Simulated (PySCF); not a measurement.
# How methods differ on the excitation energy of Fe

Fe [Ar] 3d6 4s2 (5D) → Fe [Ar] 3d7 4s1 (5F), as a difference of total energies. All numbers are calculated (PySCF 2.14, scalar relativity by spin-free X2C-1e, in x2c-TZVPPall with one added diffuse shell each of s, p, d, f type (7s6p5d3f1g, 80 functions)). Correlated levels: valence and next inner shell: [Ne] frozen. The calculations carry no spin-orbit coupling.

| method | excitation energy (eV) | error (eV) |
| --- | --- | --- |
| UHF | 2.104 | +1.229 |
| MP2 (valence and next inner shell) | 0.406 | -0.469 |
| SCS-MP2 (valence and next inner shell) | 0.623 | -0.252 |
| CCSD (valence and next inner shell) | 1.161 | +0.286 |
| CCSD(T) (valence and next inner shell) | 1.070 | +0.195 |

Reference: 0.875 eV (measured; NIST levels, between the centres of gravity of the two terms).

Errors of the correlated levels include the incompleteness of this basis and the frozen core.
